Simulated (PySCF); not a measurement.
SMILES C[Si](C)(C)CCS (C5H14SSi), singlet (GFN2-xTB optimised geometry):

```
21

C      0.407    -2.255    -1.602
Si     0.907    -1.348     0.000
C      2.803    -1.178     0.093
C      0.263    -2.317     1.513
C      0.156     0.418     0.000
C     -1.356     0.418     0.000
S     -1.990     2.151     0.000
H     -0.666    -2.419    -1.652
H      0.693    -1.689    -2.485
H      0.887    -3.226    -1.668
H      3.282    -2.151     0.074
H      3.113    -0.678     1.006
H      3.193    -0.604    -0.742
H      0.440    -1.775     2.437
H      0.759    -3.279     1.600
H     -0.804    -2.507     1.442
H      0.507     0.970    -0.874
H      0.506     0.971     0.874
H     -1.752    -0.066     0.891
H     -1.753    -0.067    -0.891
H     -3.282     1.830     0.008
```

Level of theory: B3LYP/def2-SVP (PySCF).

What are the frontier orbital energies and the dipole moment?

HOMO-2 -8.23 eV, HOMO-1 -7.77 eV, HOMO -6.15 eV, LUMO 0.67 eV, LUMO+1 1.35 eV; dipole moment 1.79 D.

Meta-Löwdin charges at B3LYP/def2-SVP: C1 -0.54, Si2 0.91, C3 -0.54, C4 -0.54, C5 -0.40, C6 -0.19, S7 -0.11, H8 0.10, H9 0.11, H10 0.11, H11 0.10, H12 0.11, H13 0.11, H14 0.11, H15 0.11, H16 0.10, H17 0.10, H18 0.10, H19 0.10, H20 0.10, H21 0.06.
